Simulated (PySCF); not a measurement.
# AlCu: energy against distance

Set-up: PySCF, no relativity, basis sets Al def2-TZVPPD, Cu def2-TZVPPD. Energies in eV from Al + Cu (3d10 4s1) in their ground configurations at the same level. State: ¹Σ⁺ (singlet), closed shell.

```tsv
R (Å)	B3LYP	M06-L	PBE0
2.074	-1.644	-2.115	-1.561
2.170	-1.884	-2.347	-1.805
2.266	-2.017	-2.470	-1.940
2.339	-2.064	-2.508	-1.988
2.411	-2.077	-2.510	-2.002
2.483	-2.064	-2.485	-1.989
2.580	-2.016	-2.419	-1.940
2.700	-1.922	-2.302	-1.843
2.845	-1.779	-2.133	-1.695
3.038	-1.562	-1.886	-1.470
```

Question: Put a parabola through the three lowest points of the B3LYP curve and estimate Re, k and ωe (reduced mass 18.88 u; 1 eV/Å² = 0.16022 mdyn/Å; ωe = 1302.8·√(k/μ) cm⁻¹).

Answer: Through R = 2.339, 2.411, 2.483 Å the second-order coefficient is 2.51 eV/Å², so Re ≈ 2.411 Å, k ≈ 0.804 mdyn/Å and ωe ≈ 269 cm⁻¹. A polynomial fit of higher order to the unrounded B3LYP energies gives Re = 2.408 Å, k = 0.809 mdyn/Å, ωe = 270 cm⁻¹; anharmonicity and rounding make the difference.

The higher-order fit for each curve: B3LYP: Re = 2.408 Å, ωe = 270 cm⁻¹, De = 2.08 eV; M06-L: Re = 2.380 Å, ωe = 292 cm⁻¹, De = 2.51 eV; PBE0: Re = 2.409 Å, ωe = 272 cm⁻¹, De = 2.00 eV.

Closed-shell solutions of metal pairs were not tested for spin polarisation, which can lower them a little.
